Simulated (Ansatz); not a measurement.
`[AlH2][O][SiH3]` + `OC(F)[SiH3]` → `FC([SiH3])O[SiH3]` + `[OH][AlH2]`  (ligand exchange at the Si–O bond)

Calculated with Ansatz (gas phase, PBE0-D4/def2-TZVP geometries, no zero-point term in ΔE). CBS: MP2 limit from def2 TZ/QZ plus the TZ coupled-cluster correction, frozen cores. This one scheme is used for every species. Functionals use def2-TZVPP. One conformer a species, not always the lowest.

```json
{"level": "r2SCAN-D4", "ΔE (kJ/mol)": "25.5"}
{"level": "MP2/def2-TZVPP", "ΔE (kJ/mol)": "24.8"}
```

(1) What does CCSD(T)/CBS give? (An estimate is asked.)

Largest T1 diagnostic among the species: 0.012.

## Answers

(1) Ansatz gave: +25.4 kJ/mol. The listed levels differ from it by 0.1, -0.6 kJ/mol.

In def2-TZVPP, CCSD(T) changes the Hartree–Fock value by −11.2 kJ/mol (the triples alone add −2.1 kJ/mol) and MP2 by −11.9 kJ/mol. The D4 term adds −3.2 kJ/mol with B3LYP and −1.9 kJ/mol with PBE0; it sums over pairs of atoms, weighted by their polarisabilities, and B3LYP, whose exchange is more repulsive, gets the larger term.

B3LYP here is the variant with VWN-RPA as its local correlation; programs differ in this.
